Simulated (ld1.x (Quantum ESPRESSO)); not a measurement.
The numbers below are computed, except where a source is named.
Hardness and transferability of assorted potentials

Generated with ld1.x 7.5 (TM, RRKJ, ultrasoft, PAW), atompaw 4.2 or ONCVPSP 4.0.1. The cutoff is in Ry: for ld1.x and atompaw files where the sum of valence levels is converged to 10 mRy in a Bessel basis, for ONCV files where the hardest occupied wave has 1 mHa per electron of residual kinetic energy. The error is the largest all-electron minus pseudo excitation energy over each file’s own four to seven test configurations (ionisations up to +4, promotions, holes and added fractions of an electron), all of which were solved. The labels leave out finer settings (local radius, basis sizes, second energies), which also bear on the numbers. Spin-polarised tests are not counted. The rows are a selection from randomly drawn settings: files with unsolved tests, undetermined cutoffs or missed reference levels are left out.

A true bound ghost makes a file unfit for plane-wave use even where its test errors are small: the radial tests pick states by their node count and pass the ghost by.

| element | potential | cutoff (Ry) | largest error (meV) | bound ghosts |
| --- | --- | --- | --- | --- |
| Al | ultrasoft, PBE, fully relativistic, rc 1.90/3.05/3.10 (spd), local smoothed, core correction yes, reference 3s2 3p1 | 8 | +8.0 | none |
| Fe | TM, PW91, non-relativistic, rc 2.25/3.45/1.85 (spd), local s, core correction yes, reference 3d6 4s2 4p0 | 80 | -390 | none |
| Rb | TM, LDA (PZ), scalar-relativistic, rc 1.70/2.20/3.00 (spd), local d, core correction yes, reference 4s2 4p6 4d0 5s0 5p0 | 40 | -29 | none |
| Te | ultrasoft, LDA (PZ), fully relativistic, rc 1.75/2.00 (sp), local smoothed, core correction no, reference 5s1.5 5p4.5 | 15 | +82 | s, d |
| W | ultrasoft, PBE, non-relativistic, rc 3.45/3.85/1.80/0.90 (spdf), local smoothed, core correction no, reference 4f14 5d4 6s2 6p0 | 260 | +121 | none |

Problem. Fill in the row for Te: TM, PBE, scalar-relativistic, rc 1.70/2.05/2.20 (spd), local d, core correction no, reference 5s2 5p4.

Solution. cutoff 30 Ry, largest error -148 meV, bound ghosts: s, p.

Problem. Fill in the row for Ir: TM semilocal, LDA (PZ), scalar-relativistic, rc 1.70/3.30/2.20 (spd), local d, core correction yes, reference 5d7 6s1 6p0.

Solution. cutoff 40 Ry, largest error -103 meV, bound ghosts: none.

Problem. Fill in the row for O: TM, PBE, non-relativistic, rc 0.85/1.15 (sp), local p, core correction yes, reference 2s2 2p4.

Solution. cutoff 100 Ry, largest error +978 meV, bound ghosts: none.
